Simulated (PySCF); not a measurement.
# CrF3: fields on a plane

All numbers come from PySCF, UPBE, basis Cr def2-SVP, F def2-SVP (no relativity, density fitting).

The quartet minimum has Cr–F 1.718 Å (×3); F–Cr–F 120.0° (×3).

The plane holds Cr1 at (0.00, 0.00), F2 at (1.72, 0.00), F3 at (-0.86, 1.49), F4 at (-0.86, -1.49) Å. Columns run from x = -2.85 to 4.05 Å, rows from y = 3.75 (top) to -3.45 Å, in steps of 0.3 Å. Other isomers or separated fragments may lie lower.

Give the electron density (e/Å³) (cut at 5 e/Å³). Lower edges of the bins (e/Å³): '_' 0.000, '.' 0.030, ':' 0.076, '-' 0.151, '=' 0.268, '+' 0.455, '*' 0.750, '#' 1.218, '%' 1.960, '@' 3.136; top 5.00, each point printed twice.


```
________________________________________________
________________________________________________
________________________________________________
________________________________________________
________..::::::::..____________________________
______..::==++++==--..__________________________
______..==##@@@@##++::..________________________
______::++@@@@@@@@**--..________________________
______::++@@@@@@@@**--::..........______________
______::==##@@@@%%++==::::::::--::::..__________
______..--==******##**++--==++**++==::..________
________..::==++%%@@@@%%++**%%@@@@**--..________
________....--**@@@@@@@@####@@@@@@%%++::________
________....--**@@@@@@@@####@@@@@@%%++::________
________..::==++%%@@@@%%++**%%@@@@**--..________
______..--==******##**++--==++**++==::..________
______::==##@@@@%%++==::::::::--::::..__________
______::++@@@@@@@@**--::..........______________
______::++@@@@@@@@**--..________________________
______..==##@@@@##++::..________________________
______..::==++++==--..__________________________
________..::::::::..____________________________
________________________________________________
________________________________________________
________________________________________________
```

Give the spin density (e/Å³) (cut at ±0.5 e/Å³). Every second row and column.


```
 0.00  0.00  0.00  0.00  0.00  0.00  0.00  0.00  0.00  0.00  0.00  0.00
 0.00  0.00  0.00  0.00  0.00  0.00  0.00  0.00  0.00  0.00  0.00  0.00
 0.00  0.00  0.00  0.00  0.00  0.00  0.00  0.00  0.00  0.00  0.00  0.00
 0.00  0.00  0.00 -0.04 -0.02  0.00  0.00  0.00  0.00  0.00  0.00  0.00
 0.00  0.00 -0.01 -0.13 -0.08  0.00  0.00  0.00  0.00  0.00  0.00  0.00
 0.00  0.00  0.00 -0.01  0.05  0.12  0.02  0.00 -0.01  0.00  0.00  0.00
 0.00  0.00  0.00  0.02  0.50  0.50  0.11 -0.12 -0.13 -0.01  0.00  0.00
 0.00  0.00  0.00  0.01  0.27  0.50  0.06 -0.03 -0.03  0.00  0.00  0.00
 0.00  0.00  0.00 -0.06 -0.03  0.02  0.00  0.00  0.00  0.00  0.00  0.00
 0.00  0.00 -0.01 -0.16 -0.05  0.00  0.00  0.00  0.00  0.00  0.00  0.00
 0.00  0.00  0.00 -0.01  0.00  0.00  0.00  0.00  0.00  0.00  0.00  0.00
 0.00  0.00  0.00  0.00  0.00  0.00  0.00  0.00  0.00  0.00  0.00  0.00
 0.00  0.00  0.00  0.00  0.00  0.00  0.00  0.00  0.00  0.00  0.00  0.00
```

With open d or f shells other occupations or spin states may lie lower.
